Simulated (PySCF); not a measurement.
Bonding in `[SiH3]O[SiH2]P`

Compound: H7OPSi2.
SMILES with atom numbers: `[SiH3:1][O:2][SiH2:3][PH2:4]` (hydrogens: H5, H6, H7 on Si1; H8, H9 on Si3; H10, H11 on P4)

Geometry (PBE0-D3(BJ)/def2-SVP, Å), atoms numbered from 1 in this order:
```
atom  x, y, z in Å
Si1   -1.9934   -0.6357    0.2504
O2    -0.8765    0.4462   -0.3315
Si3    0.6662    1.0123   -0.1079
P4     2.0707   -0.7468    0.1348
H5    -3.2220   -0.5240   -0.5836
H6    -1.4547   -2.0267    0.1680
H7    -2.3237   -0.3254    1.6741
H8     0.7546    1.8133    1.1520
H9     0.9982    1.8835   -1.2706
H10    2.1648   -0.9969   -1.2687
H11    3.2211    0.1029    0.1576
```

Bond orders from the PBE0/pcSseg-1 density (PySCF). The structure is a single PBE0-D3(BJ)/def2-SVP conformer in the gas phase; no vibrational or solvent corrections.

(1) How far do the computed orders between heavy atoms stray from the drawn ones?

(2) Set the Mayer orders of the bonds beside their lengths.

(3) Sum the orders of all bonds at each heavy atom with more than one neighbour and set the sums beside the valence in the SMILES.

Answers

(1) The largest departure is 0.101, at Si1–O2 (drawn single, 0.899).

(2) 
| bond | drawn as | length (Å) | Mayer order |
| --- | --- | --- | --- |
| Si1–O2 | single | 1.660 | 0.899 |
| O2–Si3 | single | 1.658 | 0.907 |
| Si3–P4 | single | 2.264 | 0.971 |
| Si1–H5 | single | 1.489 | 0.929 |
| Si1–H6 | single | 1.494 | 0.922 |
| Si1–H7 | single | 1.494 | 0.922 |
| Si3–H8 | single | 1.496 | 0.911 |
| Si3–H9 | single | 1.490 | 0.899 |
| P4–H10 | single | 1.429 | 0.931 |
| P4–H11 | single | 1.430 | 0.927 |

(3) Si1 3.672 (drawn 4), O2 1.806 (drawn 2), Si3 3.688 (drawn 4), P4 2.829 (drawn 3). Orders between atoms that aren't bonded are not in these sums.

For a closed shell the Mayer order of atoms A and B is Σ (PS)μν (PS)νμ over the basis functions μ on A and ν on B, with P the density and S the overlap matrix.
